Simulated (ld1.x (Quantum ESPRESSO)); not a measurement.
# u(r) = r·R(r): atom against pseudo-atom (tantalum)

Columns: radius, all-electron u(r) and pseudo u(r) of the 6p shell (level -1.47 eV) of tantalum in the configuration [Xe] 4f14 5d3 6s2 6p0; BP86, scalar-relativistic, RRKJ scheme, ld1.x (Quantum ESPRESSO) 7.5.

| r (bohr) | all-electron | pseudo |
| --- | --- | --- |
| 0.158 | -0.0781 | 0.0002 |
| 0.315 | 0.0939 | 0.0010 |
| 0.473 | 0.0819 | 0.0032 |
| 0.630 | -0.0500 | 0.0078 |
| 0.788 | -0.1567 | 0.0158 |
| 0.945 | -0.2006 | 0.0284 |
| 1.102 | -0.1913 | 0.0463 |
| 1.260 | -0.1463 | 0.0700 |
| 1.418 | -0.0816 | 0.0991 |
| 1.575 | -0.0093 | 0.1327 |
| 1.732 | 0.0640 | 0.1698 |
| 1.890 | 0.1344 | 0.2093 |
| 2.047 | 0.1986 | 0.2493 |
| 2.205 | 0.2565 | 0.2888 |
| 2.362 | 0.3070 | 0.3261 |
| 2.520 | 0.3506 | 0.3609 |
| 2.678 | 0.3876 | 0.3922 |
| 2.835 | 0.4179 | 0.4195 |
| 2.992 | 0.4426 | 0.4428 |
| 3.150 | 0.4620 | 0.4620 |
| 3.308 | 0.4766 | 0.4766 |
| 3.465 | 0.4868 | 0.4868 |
| 3.622 | 0.4933 | 0.4933 |
| 3.780 | 0.4964 | 0.4964 |
| 3.938 | 0.4966 | 0.4966 |
| 4.095 | 0.4941 | 0.4941 |

Task: How many radial nodes do the two functions have?

Result: The all-electron 6p function has n − l − 1 = 4 (the table is too coarse to show those close to the nucleus); the pseudo-wave has 0, since the states of the same l below it are removed with the core.

Task: At about which radius was the pseudo-wave matched?

Result: 3.15 bohr. The columns agree to 0.0005 from 2.99 bohr on; several derivatives are matched, so the curves merge somewhat inside the radius.

Task: Is the pseudo-wave norm-conserving?

Result: Yes: the RRKJ scheme keeps the norm inside the radius equal to the all-electron one, which fixes the energy derivative of the logarithmic derivative at the level.
